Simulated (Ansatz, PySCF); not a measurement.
Three-fold rotor about C1–Ge2 in CH7GeN (SMILES [CH3][GeH2][NH2]); single points on GFN2-xTB geometries with the dihedral held.
Staggered geometry (60°) (charge 0, multiplicity 1):
```
atom    x (Å)    y (Å)    z (Å)
----  -------  -------  -------
C      1.3106   0.5652  -0.0121
Ge    -0.1330  -0.7878  -0.0882
N     -0.1447  -1.9783   1.2831
H      2.2870   0.0861  -0.0247
H      1.2576   1.2430  -0.8576
H      1.2360   1.1555   0.8985
H     -0.0253  -1.6311  -1.3252
H     -1.4876  -0.1427  -0.0451
H     -0.3180  -1.5961   2.2023
H      0.6575  -2.5895   1.3485
```

Frozen-core correlation. Filled d and f shells under p-block atoms count as core. CBS: X⁻³ extrapolation of the correlation energy, Hartree–Fock from the larger set. MP2 and its Hartree–Fock in cc-pVQZ are density fitted. Rows in 6-31G* carry no dispersion term and start afresh at each structure (6-31G* with six Cartesian d functions); the Pople sets are all-electron and without relativity.

Run with Ansatz (Gaussian orbitals); PySCF for 6-31G* rows. Values without a source in brackets are computed.

Energies above the staggered point (kcal/mol):

```tsv
dihedral (°)	PBE/def2-TZVPP	B3LYP/6-31G*	MP2/CBS(cc-pVTZ, cc-pVQZ) + ΔCCSD(T)/cc-pVTZ
0	0.970	0.985	1.091
20	0.728	0.741	0.809
40	0.236	0.243	0.259
60	0.000	0.000	0.000
80	0.236	0.234	0.262
100	0.725	0.734	0.809
120	0.971	0.986	1.091
```

Moments of inertia of the two ends about the bond: 3.120 and 53.087 u Å².

**Question.** Fit V = V₃/2 (1 − cos 3φ) + V₆/2 (1 − cos 6φ), φ counted from the staggered point, and estimate the harmonic torsional frequency.

**Answer.** 
V₃ is the energy at φ = 60°; at φ = 20° (mean of both sides) V = 0.25 V₃ + 0.75 V₆. The reduced moment I₁I₂/(I₁ + I₂) = 2.946 u Å² gives F = 16.8576/I = 5.721 cm⁻¹ (a rough rule where the frame isn't a symmetric top). Near the minimum V = kφ²/2 with k = (9V₃ + 36V₆)/2, and ω = √(2Fk), with 1 kcal/mol = 349.755 cm⁻¹.
- PBE/def2-TZVPP: V₃ = 0.97, V₆ = -0.008 kcal/mol, k = 1475 cm⁻¹/rad², ω = 130 cm⁻¹
- B3LYP/6-31G*: V₃ = 0.99, V₆ = -0.010 kcal/mol, k = 1488 cm⁻¹/rad², ω = 130 cm⁻¹
- MP2/CBS(cc-pVTZ, cc-pVQZ) + ΔCCSD(T)/cc-pVTZ: V₃ = 1.09, V₆ = -0.016 kcal/mol, k = 1614 cm⁻¹/rad², ω = 136 cm⁻¹

Ansatz is an electronic-structure program.
